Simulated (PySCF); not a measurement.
Geometry (Å), atoms numbered from 1 in this order:
```xyz
6

I     0.0003    0.0014   -0.4677
F    -0.0012   -0.0035    1.4095
F     1.9053    0.0046   -0.2343
F    -0.0038    1.9058   -0.2296
F    -1.9051   -0.0039   -0.2372
F     0.0045   -1.9044   -0.2408
```

Geometry: PBE0-D3(BJ)/def2-SVP; GIAO absolute shieldings from PySCF, gas phase, scalar relativity only through the core potential, averaged over equivalent atoms.

At PBE0/pcSseg-1 (def2-TZVP on I) (135 basis functions, 9.3 s wall time on 1 thread of an Arm Neoverse V1, shared host):
```tsv
atoms	σ (ppm)
F2	11.6
F3/F4/F5/F6	93.8
```

Q: Estimate the result of repeating the calculation with KT2/pcSseg-1 (def2-TZVP on I).

A: 
| atoms | σ at KT2/pcSseg-1 (def2-TZVP on I) | change |
| --- | --- | --- |
| F2 | -18.0 | -29.6 |
| F3/F4/F5/F6 | 59.8 | -34.0 |

The largest change is at F3/F4/F5/F6 (fluorine bonded to I). Cost: 135 basis functions, 13 s wall time on 1 thread of an Arm Neoverse V1, shared host.

I is described by an effective core potential, so it has no shielding of its own here; spin–orbit effects on the atoms bonded to it, which can be large, are absent, and the values of these neighbours are rough.
